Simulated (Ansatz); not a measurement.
Molecule: sum formula NaOH (charge 0, singlet). SMILES: [OH][Na]
Geometry: optimised at B3LYP-D3(BJ)/def2-TZVP (Ansatz, a program for electronic structure).

Computed values are from Ansatz. Valence correlation only, unless marked. UHF or UKS for open shells. No spin-orbit coupling. No relativistic terms. CBS marks a two-point X^-3 extrapolation of the correlation energy; Hartree-Fock from the larger set.

### Question
What is the T1 diagnostic at CCSD/def2-QZVPPD?

### Answer
0.016.

### Question
What is the total energy at CCSD(T)/CBS(def2-TZVPPD,def2-QZVPPD)?

### Answer
-237.6621 Eh.

### Question
What is the atomisation energy De at CCSD(T)/CBS(def2-TZVPPD,def2-QZVPPD)?

### Answer
187.8 kcal/mol.

### Question
What is the dipole moment at CCSD(T)/def2-SVPD?

### Answer
6.93 D.
